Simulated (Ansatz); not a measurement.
Isolated molecules relaxed with PBE0-D4/def2-TZVP in Ansatz; ΔE leaves out vibrations. CCSD(T)/CBS is the MP2 limit (def2-TZVPP, def2-QZVPP) plus CCSD(T) − MP2 in def2-TZVPP, frozen cores. This one scheme is used for every species. Functionals use def2-TZVPP. B3LYP here is the variant with VWN-RPA as its local correlation; programs differ in this. HSE06 is defined as in plane-wave codes. def2 core potentials past Kr. For Zr outer-core shells are correlated without core-valence functions, which leaves a few kJ/mol of doubt a bond. One conformer a species, not always the lowest.

`[NH2][Zr]([OH])([F])[Cl]` + NH₃ → `[NH2][Zr]([NH2])([F])[Cl]` + H₂O  (ligand exchange at a Zr–O bond)

```json
{"level": "LDA (SPW92)", "ΔE (kJ/mol)": "69.3", "difference from CCSD(T)/CBS": "1.0"}
{"level": "PBE-D4", "ΔE (kJ/mol)": "67.6", "difference from CCSD(T)/CBS": "-0.7"}
{"level": "revPBE-D4", "ΔE (kJ/mol)": "65.9", "difference from CCSD(T)/CBS": "-2.4"}
{"level": "BLYP-D4", "ΔE (kJ/mol)": "70.4", "difference from CCSD(T)/CBS": "2.1"}
{"level": "r2SCAN-D4", "ΔE (kJ/mol)": "72.0", "difference from CCSD(T)/CBS": "3.7"}
{"level": "B97M-V", "ΔE (kJ/mol)": "75.2", "difference from CCSD(T)/CBS": "6.9"}
{"level": "PBE0-D4", "ΔE (kJ/mol)": "68.1", "difference from CCSD(T)/CBS": "-0.2"}
{"level": "B3LYP-D4", "ΔE (kJ/mol)": "71.1", "difference from CCSD(T)/CBS": "2.8"}
{"level": "r2SCANh-D4", "ΔE (kJ/mol)": "71.7", "difference from CCSD(T)/CBS": "3.4"}
{"level": "r2SCAN0-D4", "ΔE (kJ/mol)": "71.2", "difference from CCSD(T)/CBS": "2.9"}
{"level": "HSE06-D4", "ΔE (kJ/mol)": "67.8", "difference from CCSD(T)/CBS": "-0.5"}
{"level": "BHLYP-D4", "ΔE (kJ/mol)": "73.1", "difference from CCSD(T)/CBS": "4.8"}
{"level": "CAM-B3LYP-D4", "ΔE (kJ/mol)": "75.5", "difference from CCSD(T)/CBS": "7.2"}
{"level": "ωB97X-V", "ΔE (kJ/mol)": "74.5", "difference from CCSD(T)/CBS": "6.2"}
{"level": "B2PLYP", "ΔE (kJ/mol)": "73.5", "difference from CCSD(T)/CBS": "5.2"}
{"level": "PBE-QIDH", "ΔE (kJ/mol)": "70.5", "difference from CCSD(T)/CBS": "2.2"}
{"level": "PBE", "ΔE (kJ/mol)": "69.4", "difference from CCSD(T)/CBS": "1.1"}
{"level": "BLYP", "ΔE (kJ/mol)": "73.7", "difference from CCSD(T)/CBS": "5.4"}
{"level": "r2SCAN", "ΔE (kJ/mol)": "72.6", "difference from CCSD(T)/CBS": "4.3"}
{"level": "PBE0", "ΔE (kJ/mol)": "69.7", "difference from CCSD(T)/CBS": "1.4"}
{"level": "B3LYP", "ΔE (kJ/mol)": "73.9", "difference from CCSD(T)/CBS": "5.6"}
{"level": "r2SCANh", "ΔE (kJ/mol)": "72.2", "difference from CCSD(T)/CBS": "3.9"}
{"level": "r2SCAN0", "ΔE (kJ/mol)": "71.8", "difference from CCSD(T)/CBS": "3.5"}
{"level": "HSE06", "ΔE (kJ/mol)": "69.3", "difference from CCSD(T)/CBS": "1.0"}
{"level": "LC-ωPBE", "ΔE (kJ/mol)": "76.5", "difference from CCSD(T)/CBS": "8.2"}
{"level": "RPA@PBE/def2-TZVPP", "ΔE (kJ/mol)": "67.5", "difference from CCSD(T)/CBS": "-0.8"}
{"level": "HF/def2-SVP", "ΔE (kJ/mol)": "84.3", "difference from CCSD(T)/CBS": "16.0"}
{"level": "MP2/def2-SVP", "ΔE (kJ/mol)": "82.5", "difference from CCSD(T)/CBS": "14.2"}
{"level": "CCSD/def2-SVP", "ΔE (kJ/mol)": "81.6", "difference from CCSD(T)/CBS": "13.3"}
{"level": "CCSD(T)/def2-SVP", "ΔE (kJ/mol)": "81.1", "difference from CCSD(T)/CBS": "12.8"}
{"level": "HF/def2-TZVPP", "ΔE (kJ/mol)": "78.4", "difference from CCSD(T)/CBS": "10.1"}
{"level": "MP2/def2-TZVPP", "ΔE (kJ/mol)": "70.0", "difference from CCSD(T)/CBS": "1.7"}
{"level": "CCSD/def2-TZVPP", "ΔE (kJ/mol)": "70.6", "difference from CCSD(T)/CBS": "2.3"}
{"level": "CCSD(T)/def2-TZVPP", "ΔE (kJ/mol)": "69.6", "difference from CCSD(T)/CBS": "1.3"}
{"level": "HF/def2-QZVPP", "ΔE (kJ/mol)": "78.3", "difference from CCSD(T)/CBS": "10.0"}
{"level": "MP2/def2-QZVPP", "ΔE (kJ/mol)": "69.2", "difference from CCSD(T)/CBS": "0.9"}
{"level": "SCS-MP2/def2-QZVPP", "ΔE (kJ/mol)": "70.9", "difference from CCSD(T)/CBS": "2.6"}
{"level": "HF/CBS(def2)", "ΔE (kJ/mol)": "78.3", "difference from CCSD(T)/CBS": "10.0"}
{"level": "MP2/CBS(def2)", "ΔE (kJ/mol)": "68.7", "difference from CCSD(T)/CBS": "0.4"}
{"level": "CCSD/CBS(def2)", "ΔE (kJ/mol)": "69.3", "difference from CCSD(T)/CBS": "1.0"}
{"level": "CCSD(T)/CBS", "ΔE (kJ/mol)": "68.3", "difference from CCSD(T)/CBS": "0"}
```

Largest T1 diagnostic among the species: 0.016.

Leaving LDA and LC-ωPBE aside and taking each functional with its dispersion term where it has one, the values spread over 9.6 kJ/mol, from revPBE-D4 to CAM-B3LYP-D4. In def2-TZVPP, CCSD(T) changes the Hartree–Fock value by −8.8 kJ/mol (the triples alone add −1.0 kJ/mol) and MP2 by −8.4 kJ/mol. At CCSD(T), def2-SVP lies +12.8 kJ/mol from the extrapolated value and def2-TZVPP +1.3 kJ/mol.

CCSD(T)/CBS has its own doubt, a few kJ/mol and more with outer-core shells, so smaller differences from it don't rank the levels.
